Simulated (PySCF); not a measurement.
Working out the ionisation energy of Te

Te [Kr] 4d10 5s2 5p4 (3P) → Te⁺ [Kr] 4d10 5s2 5p3 (4S). All numbers are calculated (PySCF 2.14, a scalar-relativistic core potential, in aug-cc-pwCVTZ-PP with ECP28MDF (8s7p6d4f1g, 96 functions)). Frozen: 4s2 4p6 4d10. Energies in hartree (1 hartree = 27.21139 eV):

| part | Te (lower) | Te⁺ (upper) |
| --- | --- | --- |
| UHF | -267.006858 | -266.722439 |
| CCSD correlation | -0.106893 | -0.078723 |
| (T) | -0.003711 | -0.002452 |

Problem. What does Hartree-Fock give?

Solution. (-266.722439) − (-267.006858) = 0.284419 hartree = 7.739 eV.

Problem. What do CCSD and CCSD(T) give?

Solution. The CCSD correlation energies differ by 0.028170 hartree = 0.767 eV and the triples by 0.001259 hartree = 0.034 eV, so CCSD gives 8.506 eV and CCSD(T) 8.540 eV.

Measured between the centres of the two terms (NIST): 8.749 eV, so CCSD(T) (valence) is off by -0.209 eV.

What remains against the reference includes basis incompleteness, the frozen core and higher excitations.
